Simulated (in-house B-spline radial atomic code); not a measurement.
How numerical settings move a run on the antimony ion Sb²⁺, [Kr] 4d10 5s2 5p1. Computed with an all-electron radial atomic-structure program (B-spline basis): scalar-relativistic (X2C) BP86, spin-polarised, spherical fractional occupations, Fermi nucleus of rms radius 4.6802 fm.

Command:
```bash
python run_scf.py task.json out
```
Settings of the sound reference run:
```
Z                51
electrons        49
configuration    [Kr] 4d10 5s2 5p1
hamiltonian      x2c
method           b88,p86
spin_polarised   True
nucleus          fermi
rms_radius       4.6802
mass_number      121
atomic_mass      120.9038
speed_of_light   137.036
knot_spacing     0.22
spline_order     8
gauss_points     12
box_radius       22.22
max_iterations   70
damping          0.5
damped_steps     3
diis_vectors     10
tolerance        1e-08
start            Thomas-Fermi
```

Time taken, with all properties: 0.4 s on 1 thread of Arm Neoverse N1, on a shared host.

It converges in 10 iterations to -6480.617652 hartree, with 5p up at -20.6852 eV. The other runs change the listed settings, some to values that make no sense; their results aren't properties of the atom or ion. Radii are in bohr (the nuclear one in fm), a minus after a letter asks for a j subshell, and «unchanged» means within 1e-8 hartree. The run stops when the residual is below 10 × tolerance × max(1, Z/10), or a noise floor if that is larger, and the energy moves by less than 1e-8 × √|E| hartree; so very loose and very tight tolerances often act alike.

| changed settings | outcome |
| --- | --- |
| gauss_points = 3 | not converged after 70 iterations, last residual 8.5e+00, last energy +2.54e+02 hartree from the reference |
| spline_order = 5, box_radius = 0.89, first_knot = 0.0588, max_iterations = 60 | converged in 8 iterations, energy +3.90e+02 hartree from the reference, 5p up level +1.4e+03 eV (the program warns: 5p up has a positive eigenvalue: unbound, held by the box; 4s up has a positive eigenvalue: unbound, held by the box) |
| box_radius = 6.67 | converged in 10 iterations, energy +8.59e-04 hartree from the reference, 5p up level +4.2e-02 eV (the program warns: 5p up reaches the box edge; 5s up reaches the box edge) |
| spline_order = 6, box_radius = 0.89, max_iterations = 12, tolerance = 0.001 | converged in 7 iterations, energy +3.36e+02 hartree from the reference, 5p up level +1.4e+03 eV (the program warns: 5p up has a positive eigenvalue: unbound, held by the box; 4s up has a positive eigenvalue: unbound, held by the box) |
| electrons = 55, configuration = [Kr] 4d10 5s2 5p7, max_iterations = 60 | stopped with error: shell 5p holds at most 3 electrons (per spin) |
| gauss_points = 8 | converged in 10 iterations, energy +1.35e-07 hartree from the reference, 5p up level -9.6e-07 eV |
| spline_order = 5, box_radius = 2.22, first_knot = 0.0588, max_iterations = 60 | converged in 9 iterations, energy +5.86e+01 hartree from the reference, 5p up level +6.0e+01 eV (the program warns: 5p up has a positive eigenvalue: unbound, held by the box; 5s up has a positive eigenvalue: unbound, held by the box) |
| gauss_points = 6, max_iterations = 100, damped_steps = 30 | converged in 19 iterations, energy +1.84e-07 hartree from the reference, 5p up level -3.1e-07 eV |
| start = bare nucleus | converged in 11 iterations, energy unchanged, 5p up level -3.6e-06 eV |
| hamiltonian = dirac, method = r2scan, spin_polarised = False | stopped with error: meta-GGAs are not served with the Dirac Hamiltonian |
| box_radius = 11.11 | converged in 10 iterations, energy -3.44e-07 hartree from the reference, 5p up level +1.0e-05 eV (the program warns: 5p up reaches the box edge) |
| gauss_points = 6 | converged in 10 iterations, energy +1.84e-07 hartree from the reference, 5p up level -2.2e-06 eV |
| box_radius = 44.44 | converged in 10 iterations, energy +2.22e-07 hartree from the reference |
| box_radius = 3.33, max_iterations = 100, tolerance = 1e-10 | converged in 9 iterations, energy +5.20e-01 hartree from the reference, 5p up level +9.3e+00 eV (the program warns: 5p up reaches the box edge; 4s up reaches the box edge) |
| box_radius = 0.89 | converged in 8 iterations, energy +3.36e+02 hartree from the reference, 5p up level +1.4e+03 eV (the program warns: 5p up has a positive eigenvalue: unbound, held by the box; 4s up has a positive eigenvalue: unbound, held by the box) |

Q: What happens with box_radius = 2.22?

A: Converged in 9 iterations, energy +5.35e+00 hartree from the reference, 5p up level +6.0e+01 eV (the program warns: 5p up has a positive eigenvalue: unbound, held by the box; 5s up has a positive eigenvalue: unbound, held by the box).

Q: What happens with gauss_points = 4?

A: Converged in 10 iterations, energy +2.81e-07 hartree from the reference, 5p up level -5.1e-06 eV.

Q: What happens with box_radius = 88.88?

A: Converged in 10 iterations, energy +2.25e-07 hartree from the reference, 5p up level +3.0e-07 eV.

Q: What happens with box_radius = 1.33?

A: Converged in 8 iterations, energy +6.48e+01 hartree from the reference, 5p up level +4.1e+02 eV (the program warns: 5p up has a positive eigenvalue: unbound, held by the box; 4p up has a positive eigenvalue: unbound, held by the box).
